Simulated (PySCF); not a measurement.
**Potential energy of CsIn⁻ along the bond**

Set-up: PySCF, scalar-relativistic core potentials, basis sets Cs def2-SVPD with ECP46, In def2-SVPD with ECP28. Energies in eV from Cs⁻ + In in their ground configurations at the same level. State: doublet, unpaired electrons π ↑.

```csv
R (Å),ROHF-SCS-MP2
3.518,-0.2696
3.682,-0.3716
3.845,-0.4285
3.968,-0.4506
4.091,-0.4601
4.214,-0.4605
4.377,-0.4515
4.582,-0.4308
4.827,-0.3989
5.155,-0.3528
```

Put a parabola through the three lowest points of the ROHF-SCS-MP2 curve and estimate Re, k and ωe (reduced mass 61.63 u; 1 eV/Å² = 0.16022 mdyn/Å; ωe = 1302.8·√(k/μ) cm⁻¹).

Through R = 4.091, 4.214, 4.377 Å the second-order coefficient is 0.204 eV/Å², so Re ≈ 4.160 Å, k ≈ 0.0655 mdyn/Å and ωe ≈ 42 cm⁻¹. A polynomial fit of higher order to the unrounded ROHF-SCS-MP2 energies gives Re = 4.158 Å, k = 0.0793 mdyn/Å, ωe = 46.7 cm⁻¹; anharmonicity and rounding make the difference.

The higher-order fit for each curve: ROHF-SCS-MP2: Re = 4.158 Å, ωe = 46.7 cm⁻¹, De = 0.461 eV.

Correlated steps freeze 4 core orbitals. Correlated levels converge slowly with the basis: in double zeta they bind strong bonds too weakly, by up to about 1 eV, and carry superposition errors of some tenths. These are scalar-relativistic numbers at best; spin–orbit coupling would shift them, the dissociation energy most. For an ion De counts to the pair picked by the measured ionisation energies or electron affinities, which need not be the lowest pair at this level. The state was picked by a PBE0 search and need not be the measured ground state.
